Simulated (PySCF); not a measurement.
GaS: one state, many levels of theory

State: ²Σ⁺ (doublet), unpaired electrons σ ↑. Set-up: Ga def2-TZVPP, S def2-TZVPP; no relativity (PySCF 2.14). De refers to Ga + S in their high-spin ground configurations, without counterpoise correction. The functionals are run spin-unrestricted. A positive dipole means Ga(−)S(+). Levels whose curve was spin-contaminated or gave no clean fit are not listed.

```csv
Level,Re (Å),ωe (cm⁻¹),De (eV),μ (D),"CPU s a point (SCF and correlation, without the integrals)"
UHF,2.093,401,2.01,-4.20,1.5
UHF-CCSD,2.079,460,3.33,n/a,n/a
UHF-CCSD(T),2.077,474,3.57,n/a,65
PBE,2.087,456,3.96,-3.06,1.3
revPBE,2.096,449,3.74,-3.13,0.86
r²SCAN,2.061,481,3.94,-3.22,1.7
PBE0,2.070,469,3.74,-3.39,3.1
r²SCAN0,2.056,482,3.71,-3.48,2.7
B97-3,2.090,456,3.76,-3.49,1.7
M06,2.096,425,3.73,-3.14,2.4
HSE06,2.073,464,3.72,-3.34,3.4
```

The bond length runs from 2.056 Å (r²SCAN0) to 2.096 Å (M06). De spans 2.01 eV (UHF, mean field) to 3.96 eV (PBE, GGA). Correlation at CCSD(T) changes the Hartree–Fock bond energy by +1.56 eV; the triples alone change it by +0.24 eV.

Correlated steps freeze 14 core orbitals. Spin–orbit coupling is left out. The state was picked by a PBE0 search and need not be the measured ground state.

The whole job (state search and all levels along the bond) took about 14 min on 1 thread of Intel Xeon Platinum 8259CL @ 2.50GHz (shared host), peak memory 2.7 GiB.
